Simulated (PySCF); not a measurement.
# ¹⁹F chemical shifts

No relativistic terms, one conformer, one averaged value for each set of equivalent atoms, in vacuum. NMR shieldings at PBE0/pcSseg-1/GIAO; GFN2-xTB geometry; PySCF 2.14.

Shieldings were converted by a linear fit to measured shifts: ¹⁹F (scatter 6.0 ppm rms, 7.0 ppm with the 5 outliers that the fit left out vs CFCl3, solution or neat liquid, with a term for F on sp3 carbon). Occasional misses reach two or three times the rms, and more in compound classes unlike the fitted ones.

Question: Give the ¹⁹F shifts of `O=C(Cl)c1cccc(F)c1F`, `C[SiH2]C[C@@H]1S[C@@H]1F`, `C=C(F)[S@](C)=O`, `C[C@@H]1[SiH2]SC[C@H]1F`.

Answer: 
```csv
compound,environment,δ (ppm)
[O:1]=[C:2]([Cl:3])[c:4]1[cH:5][cH:6][cH:7][c:8]([F:9])[c:10]1[F:11],F11: aryl fluorine,-132.0
[O:1]=[C:2]([Cl:3])[c:4]1[cH:5][cH:6][cH:7][c:8]([F:9])[c:10]1[F:11],F9: aryl fluorine,-134.6
C[SiH2]C[C@@H]1S[C@@H]1F,fluorine on an sp3 carbon,-183.3
C=C(F)[S@](C)=O,vinylic fluorine,-111.6
C[C@@H]1[SiH2]SC[C@H]1F,fluorine on an sp3 carbon,-180.2
```

Question: Match the shifts -78.3, -110.5, -135.8, -187.8 ppm to `CP(C)c1ccc(F)cc1`, `O=CC1=C[C@H](F)O1`, `CC(C)c1cccc(F)p1`, `C/C=C\P1C=CC(F)C=C1`.

Answer: -78.3: CC(C)c1cccc(F)p1 (aryl fluorine); -110.5: CP(C)c1ccc(F)cc1 (aryl fluorine); -135.8: O=CC1=C[C@H](F)O1 (fluorine on an sp3 carbon); -187.8: C/C=C\P1C=CC(F)C=C1 (fluorine on an sp3 carbon).
